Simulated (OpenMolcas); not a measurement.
Ag4+ (d7) among equal point charges was computed by CASSCF with the d shell active (OpenMolcas, ANO-RCC-VDZP on the metal). Its lowest spin-free states, and all those of the highest spin:

```
2S+1  Degeneracy  E (cm-1)
   4           2       0.0
   4           1      1130
   4           2      5184
   4           1      6165
   4           1     11634
   2           1     13793
   2           1     16614
   4           1     18139
   2           1     18156
   2           2     18430
   2           2     19755
   2           1     20365
   4           2     22229
```

**Question.** Is the site octahedral, tetrahedral or cube-like, axial, or of lower symmetry?

**Answer.** The states with 2S+1 = 4 have orbital degeneracies 2, 1, 2, 1, 1, 1, 2. There are pairs but no triples, so the site is axial: not cubic, but with a proper or improper axis of order three or more. The run had Ag4+ among 6 point charges of -1.7 e arranged as a tetragonal octahedron (D4h), 1.97 Å from the ion, with the axial distance 1.832 Å.

An orbital doublet at a regular site is open to a Jahn-Teller distortion, which this geometry leaves out. Without dynamic correlation the repulsion within the d shell is too large (B by tens of per cent), so at a given field states of lower spin stand too high. This shell can be high or low spin here, a state of another spin lies low, and with metal d orbitals alone active their balance is uncertain, so the ground spin may be wrong. Point charges give a weaker field than real ligands, and real ions of this kind are as a rule low spin; the high spin found here belongs to the model. Point charges carry no covalency, so the field is a model and not that of real ligands. No measured value stands beside these numbers.
